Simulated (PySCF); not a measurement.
A GIAO shielding run with PySCF 2.14.0 with density-fitted response routines (density fitting, non-relativistic, gas phase) on `COc1cccnc1`, C₆H₇NO:

```
{"job": {"kind": "nmr", "xc": "PBE0", "basis": "pcSseg-1"}, "charge": 0, "multiplicity": 1}
C      2.564857    -0.207023    -0.148211
O      1.526804     0.744610    -0.123780
C      0.246352     0.302219    -0.028582
C     -0.755402     1.276191    -0.004188
C     -2.073589     0.880063     0.091503
C     -2.353619    -0.478907     0.157166
N     -1.414120    -1.404463     0.135073
C     -0.149042    -1.032826     0.046708
H      2.584435    -0.803698     0.769129
H      3.486726     0.367477    -0.224628
H      2.479293    -0.872367    -1.013022
H     -0.473745     2.316401    -0.060433
H     -2.868032     1.609735     0.115097
H     -3.368956    -0.843610     0.230215
H      0.563625    -1.845812     0.036040
```

Hardware: 1 thread of an Arm Neoverse V1, shared host. The job also computes population analyses, field gradients, ring-centre shieldings.

(1) How large is the calculation?

(2) How long does it take?

## Answers

(1) 58 electrons, 171 basis functions and 877 auxiliary functions.

(2) 20 s of wall time, with 14 SCF cycles and 5 response iterations. Times on a shared host scatter by some tens of per cent.
